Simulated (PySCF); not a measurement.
**SeF: energy against distance**

Set-up: basis Se cc-pVTZ-PP with ECP10, F cc-pVTZ; scalar-relativistic core potentials; PySCF 2.14. Energies in eV from Se + F in their ground configurations at the same level. All curves are PBE0. state 1: ²Π (doublet), unpaired electrons π ↑; state 2: ⁴Σ⁻ (quartet), unpaired electrons σ ↑, π ↑↑, a second solution, started from another occupation.

| R (Å) | state 1 | state 2 |
| --- | --- | --- |
| 1.500 | -2.128 | 1.023 |
| 1.570 | -2.850 | 0.024 |
| 1.639 | -3.237 | -0.679 |
| 1.692 | -3.370 | -1.061 |
| 1.744 | -3.403 | -1.345 |
| 1.796 | -3.360 | -1.550 |
| 1.866 | -3.217 | -1.724 |
| 1.953 | -2.946 | -1.819 |
| 2.058 | -2.544 | -1.805 |
| 2.197 | -1.960 | -1.653 |

Question: Put a parabola through the three lowest points of the state 1 curve and estimate Re, k and ωe (reduced mass 15.35 u; 1 eV/Å² = 0.16022 mdyn/Å; ωe = 1302.8·√(k/μ) cm⁻¹).

Answer: Through R = 1.692, 1.744, 1.796 Å the second-order coefficient is 14.1 eV/Å², so Re ≈ 1.741 Å, k ≈ 4.50 mdyn/Å and ωe ≈ 706 cm⁻¹. A polynomial fit of higher order to the unrounded PBE0 energies gives Re = 1.738 Å, k = 4.55 mdyn/Å, ωe = 709 cm⁻¹; anharmonicity and rounding make the difference.

The higher-order fit for each curve: state 1: Re = 1.738 Å, ωe = 709 cm⁻¹, De = 3.40 eV; state 2: Re = 1.991 Å, ωe = 442 cm⁻¹, minimum 1.83 eV below the ground-state fragments.

Spin–orbit coupling is left out. The state was picked by a PBE0 search and need not be the measured ground state.
